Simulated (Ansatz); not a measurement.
Basis-set extrapolation for `B[C]1([AlH2])CC1` (PBE0-D4/def2-TZVP geometry, frozen core, Ansatz 0.2.0). Multiplicity 1, RHF reference.

```
                      def2-TZVPP   def2-QZVPP
                 HF  -384.856347  -384.870167
    MP2 correlation    -0.689018    -0.732159
CCSD(T) correlation    -0.769827      not run
```

Energies in hartree. Use E(X) = E(∞) + A·exp(−7.88·√X) for Hartree–Fock and E(X) = E(∞) + B·X^(−2.97) for correlation, with X = 3 and 4, and add CCSD(T) minus MP2 of the smaller set to the MP2 limit.

Task: What is the CCSD(T) energy at the basis-set limit?

Result: HF limit: -384.870167 + (-0.013820) × 0.13774 = -384.87207. MP2 limit: -0.732159 + (-0.043141) × 0.74074 = -0.76412. Higher-order term: -0.769827 − (-0.689018) = -0.08081. Total: -385.71700 hartree, 238.5 kJ/mol below CCSD(T)/def2-TZVPP.
